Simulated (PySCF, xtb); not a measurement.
Se(OH)(SeH) (H₂OSe₂), SMILES [Se]([SeH])O.

GFN2-xTB (xtb) at its own geometry gives an orbital gap of 3.71 eV and a dipole moment of 0.74 D.

Coordinates come from a TPSSh-D3(BJ)/def2-SVP optimisation. Other conformers were not sampled.

**Question.** What does PySCF with HF/def2-TZVPD give? (An estimate is asked for; the answer gives what the named calculation found.)

**Answer.** gap 10.73 eV (levels -9.79 and 0.94 eV), dipole 0.95 D.
